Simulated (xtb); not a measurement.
ClH₆NSSi₂, SMILES N[SiH2]S[SiH2]Cl. All values are semi-empirical tight-binding results from xtb (GFN2-xTB unless named), good for trends rather than for accurate numbers. The structure is a stationary point at GFN2-xTB. This is a generated structure with no PubChem entry under its InChIKey; it may be hypothetical. The values are those of a single conformer.

Optimised geometry:

```xyz
11

Si     1.5325    -0.4435     0.5671
Cl     1.9783     1.4856     0.1858
S     -0.1589    -1.1082    -0.5393
Si    -1.7443     0.2408     0.0686
N     -3.1073    -0.4952    -0.6486
H      1.2579    -0.5537     1.9912
H      2.6056    -1.2994     0.1024
H     -1.3734     1.5748    -0.3994
H     -1.8711     0.1932     1.5206
H     -2.9901    -1.0971    -1.4472
H     -4.0017    -0.0371    -0.6565
```
Charge 0, spin multiplicity 1.

Computed properties:
```
Property                                        Result
---------------------------------------  -------------
orbital gap                                    4.53 eV
zero-point energy                        38.8 kcal/mol
G − E(el) at 298.15 K (modified RRHO)    16.8 kcal/mol
static polarisability (D4 model)           100.6 bohr³
solvation energy, GFN2-xTB/ALPB(water)   -2.8 kcal/mol
solvation energy, GFN2-xTB/ALPB(ch2cl2)  -5.9 kcal/mol
```

Computed atomic charges and the Wiberg bond orders between heavy atoms:
charges (e) Si1 0.51, Cl2 -0.25, S3 -0.47, Si4 0.51, N5 -0.38, H6 -0.07, H7 -0.06, H8 -0.07, H9 -0.08, H10 0.18, H11 0.15. Bond orders Si1–Cl2 1.10, Si1–S3 1.03, S3–Si4 0.83, Si4–N5 1.22.
